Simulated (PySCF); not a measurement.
Vertical excitations of a molecule C5H7F from TDA-LC-ωPBE/def2-SVPD run with PySCF 2.14.0, as energy in eV (oscillator strength): 7.55 (0.709), 7.71 (0.052), 8.00 (0.019), 8.41 (0.009), 8.50 (0.008), 8.68 (0.006), 8.70 (0.007), 8.91 (0.003), 9.22 (0.050), 9.40 (0.021). Lowest triplet (TDA): 4.08 eV. Geometry optimised at PBE0-D3(BJ)/def2-SVP. Other conformers were not sampled.

Which structure fits?
A) C#CC(C)(C)F
B) C=C[C@@H]1C[C@@H]1F
C) F[C@H]1C=CCC1
D) C=C(F)C1CC1

B, C=C[C@@H]1C[C@@H]1F
